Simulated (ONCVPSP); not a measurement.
# Ranking ONCV potentials for Co

All share these settings but for the change named:

ONCVPSP 4.0.1 input, shortened (lines: element, Z, core and valence counts, functional; n l f; lmax; l rc ep ncon nbas qcut; lloc lpopt rc5 dvloc0; l nproj debl; icmod fcfact rcfact), PBE, scalar-relativistic:

```
  Co 27.00    3    4        4      upf
    1    0    2.00
    2    0    2.00
    2    1    6.00
    3    0    2.00
    3    1    6.00
    3    2    7.00
    4    0    1.50
    2
    0    1.00    0.00    4    7   10.60
    1    0.85    0.00    4    7    8.20
    2    1.25    0.00    4    7   15.20
    4    2    0.80    6.00
    0    2    3.30
    1    2    1.30
    2    1    2.90
    3    3.00    1.25
```

In the p channel the program set the typed energies aside and used -2.567, 0.250 Ha.

Cutoff: the first of the cutoffs (Ha) at which the residual kinetic energy of the hardest occupied pseudo-wave falls to 1 and 0.1 mHa per electron; the density cutoff is not measured.

The base gives 73 Ha.

Of 9 variants that were run, those that failed, showed a ghost or another fault, or gave nearly equal values are left out.

A variant can come out equal or close to the base.

Rank these variants from softest to hardest (loose cutoff).
A. s: qcut 7.7; p: qcut 6; d: qcut 11
B. s: qcut 13.4; p: qcut 10.4; d: qcut 19.2
C. s: qcut 6.8; p: qcut 5.3; d: qcut 9.7
D. s: qcut 10.1; p: qcut 7.8; d: qcut 14.5

D (72 Ha), B (84 Ha), A (106 Ha), C (123 Ha).
